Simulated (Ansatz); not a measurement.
Energy profile

The step: SiF₄ ([F][Si]([F])([F])[F]) + H → SiF₃ ([F][Si]([F])[F]) + HF; bonds formed: F1–H6; bonds broken: F1–Si2 (atoms numbered as in the saddle structure below).

F1  (-0.841, -0.818, 0.662)
Si2  (0.517, 0.135, -0.096)
F3  (0.127, -0.061, -1.611)
F4  (0.063, 1.581, 0.337)
F5  (2.100, 0.100, -0.016)
H6  (-1.966, -0.936, 0.724)
(Å)

Electronic energies by CCSD(T) at an estimated basis limit (MP2 extrapolated from triple and quadruple zeta, plus CCSD(T) − MP2 in triple zeta), on PBE0-D4/def2-TZVP structures; SiHF4, doublet; no counterpoise correction; spin–orbit coupling, which lowers free halogen atoms and radicals such as OH and SH, is left out. Ansatz 0.2.0; basis: def2-TZVPP and def2-QZVPP; cores frozen in the correlated methods; orbitals are unrestricted. Extrapolation: Hartree–Fock as exp(−7.88 √X), correlation as X^−2.97.

(1) Give the profile in kJ/mol, counted from the separated reactants. (To be estimated.)

No T1 diagnostic of these runs exceeds 0.015. ⟨S²⟩ of the unrestricted Hartree–Fock references: 0.75 to 0.78 (a pure state has 0.75).

Answers

(1) Computed:
| point | kJ/mol |
| --- | --- |
| separated: SiF4 (linked as [F][Si]([F])([F])[F]; F1, Si2, F3, F4, F5; singlet) + H (H6; doublet) | 0.0 |
| start structure | -0.8 |
| saddle | 238.2 |
| end structure | 97.8 |
| separated: HF (F1, H6; singlet) + SiF3 (linked as [F][Si]([F])[F]; Si2, F3, F4, F5; doublet) | 107.9 |

Radical steps of this kind take place in plasma deposition and etching.

For scale, one of the runs: CCSD(T)/def2-TZVPP, 180 basis functions, launched by `ansatz run in.yaml --threads 8 --pin off --events-out ev --progress --plain --max-ram 19148MiB`. Hardware: 8 CPU threads of an Arm Neoverse V1, shared host. Wall time 110 s; peak host memory 5.2 GiB.
